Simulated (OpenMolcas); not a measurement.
Tc5+ among 6 point charges of -1.7 e arranged as a tetragonal octahedron (D4h). The axial distance is 0.92 times the equatorial one, R.

```yaml
Program: OpenMolcas
Method: "SS-CASPT2, IPEA 0.25 Eh, imaginary shift 0.1 Eh (closed shells correlated: 4s 4p)"
Basis: ANO-RCC-VTZP [7s6p4d2f1g]
Scalar_Hamiltonian: DKH2, point nucleus
Active_space: 2 electrons in 5 orbitals (4d)
State_averaging: 2S+1 = 3 even, 10 roots; 2S+1 = 1 even, 15 roots
Spin-orbit_coupling: RASSI with atomic mean-field integrals over the reference wave functions
```

All point charges move together. At R = 1.71 Å the first state of the same spin is 2640 cm-1, and at R = 1.99 Å it is 1570 cm-1.

Q: A third run gives 2100 cm-1. What distance was it run at?

A: With a power law R^-n the two known points give n = -ln(1570 / 2640) / ln(1.99 / 1.71) = 3.43. Then R = 1.71 × (2640 / 2100)^(1/3.43) = 1.828 Å. The run was at 1.82 Å, so the estimate is off by +0.008 Å.

Roots that are degenerate in the reference are averaged as groups; the widest CASPT2 spread within a group is 11 cm-1 (the 2-fold group of multiplicity 1 near 11300 cm-1 above the lowest state of its run, R = 1.71). Shifts and gaps below about the spread of the groups concerned are not significant. An orbital doublet at a regular site is open to a Jahn-Teller distortion, which this geometry leaves out. Free-ion shares, where given, are those of the reference states; single-state CASPT2 does not remix them. Point charges carry no covalency, so the field is a model and not that of real ligands. No measured value stands beside these numbers.
